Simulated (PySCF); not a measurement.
C₄H₄, SMILES C12C3C1C23. Atoms are numbered in the order given.

```xyz
8

C     -0.5206     0.5206    -0.5206
C      0.5206     0.5206     0.5206
C      0.5206    -0.5206    -0.5206
C     -0.5206    -0.5206     0.5206
H     -1.1442     1.1442    -1.1442
H      1.1442     1.1442     1.1442
H      1.1442    -1.1442    -1.1442
H     -1.1442    -1.1442     1.1442
```
Charge 0, spin multiplicity 1.

Coordinates come from a PBE0-D3(BJ)/def2-SVP optimisation.

Level of theory: PBE/pcJ-1 run with PySCF.

Isotropic couplings with Fermi-contact, spin-dipole and both spin-orbit terms, one fixed conformer, no vibrational averaging. Isotopes: 13C, 1H.

```tsv
pair	bonds apart	J (Hz)
C1–C2	1	(withheld)
C1–C3	1	(withheld)
C1–C4	1	(withheld)
C1–H5	1	253.9
C2–C3	1	(withheld)
C2–C4	1	(withheld)
C2–H6	1	253.9
C3–C4	1	(withheld)
C3–H7	1	253.9
C4–H8	1	253.9
C1–H6	2	(withheld)
C1–H7	2	(withheld)
C1–H8	2	(withheld)
C2–H5	2	(withheld)
C2–H7	2	(withheld)
C2–H8	2	(withheld)
C3–H5	2	(withheld)
C3–H6	2	(withheld)
C3–H8	2	(withheld)
C4–H5	2	(withheld)
C4–H6	2	(withheld)
C4–H7	2	(withheld)
H5–H6	3	1.2
H5–H7	3	1.2
H5–H8	3	1.2
H6–H7	3	1.2
H6–H8	3	1.2
H7–H8	3	1.2
```

Problem. Complete the blanks. (Estimate from the structure and the level; the computed values follow.)

Solution. 
- C1–C2, J (Hz): 8.8
- C1–C3, J (Hz): 8.8
- C1–C4, J (Hz): 8.8
- C2–C3, J (Hz): 8.8
- C2–C4, J (Hz): 8.8
- C3–C4, J (Hz): 8.8
- C1–H6, J (Hz): 0.4
- C1–H7, J (Hz): 0.4
- C1–H8, J (Hz): 0.4
- C2–H5, J (Hz): 0.4
- C2–H7, J (Hz): 0.4
- C2–H8, J (Hz): 0.4
- C3–H5, J (Hz): 0.4
- C3–H6, J (Hz): 0.4
- C3–H8, J (Hz): 0.4
- C4–H5, J (Hz): 0.4
- C4–H6, J (Hz): 0.4
- C4–H7, J (Hz): 0.4
